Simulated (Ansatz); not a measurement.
# Ligand exchange: how K changes with temperature for C2H2F4 + NaI ⇌ C2H2F3I + NaF

Species: C2H2F4 (norflurane) `FCC(F)(F)F`, singlet; NaI (Sodium Iodide), singlet; C2H2F3I (1,1,1-trifluoro-2-iodoethane) `FC(F)(F)CI`, singlet; NaF, singlet. The partners trade F for I: C–F and Na–I bonds give way to C–I and Na–F.

The electronic reaction energy at CCSD(T)/def2-TZVPP is +67.3 kJ/mol. Shapes: PBE0-D4/def2-TZVP. Programs: Ansatz 0.2.0. Enthalpy and entropy come from rigid-rotor, harmonic-oscillator sums on unscaled PBE0-D4/def2-TZVP wavenumbers, ideal gases at 1 bar. Symmetry numbers: C2H2F4 1, NaI 1, C2H2F3I 1, NaF 1. R = 8.3145 J/(mol K).

| T (K) | ΔH (kJ/mol) | ΔS (J/(mol K)) |
| --- | --- | --- |
| 400 | +62.7 | -1.1 |
| 600 | ? | ? |
| 800 | +64.5 | +2.0 |

Q: Work out ln K at 400 and 800 K, and from these estimate it at 600 K.

A: 
1. 400 K: ΔG = +62.7 − 400 × (-1.1)/1000 = +63.1 kJ/mol; ln K = −ΔG/RT = -18.97.
2. 800 K: ΔG = +64.5 − 800 × (+2.0)/1000 = +62.9 kJ/mol; ln K = −ΔG/RT = -9.46.
3. Slope against 1000/T: (-9.46 − (-18.97))/(1.2500 − 2.5000) = -7.61, that is −ΔH/R with ΔH near +63 kJ/mol.
4. 600 K: ln K = -18.97 + (-7.61) × (1.6667 − 2.5000) = -12.63.

The full sums give ΔH = +63.7 kJ/mol, ΔS = +0.9 J/(mol K), ΔG = +63.2 kJ/mol and ln K = -12.67 at 600 K, so the line is off by +0.04 in ln K; without rounding the miss is +0.03, from the change of ΔH with temperature. The reactants are favoured over this whole range. An error of 10 kJ/mol in the energy moves ln K by 2.0 at 600 K. Soft modes are treated as harmonic, which can err either way at these temperatures; the lowest are those of C2H2F4 (109 cm⁻¹), C2H2F3I (84 cm⁻¹). For atoms past krypton def2 sets carry core potentials with scalar relativity. Outer-core shells of I, Na are correlated, in sets that cover them unevenly.
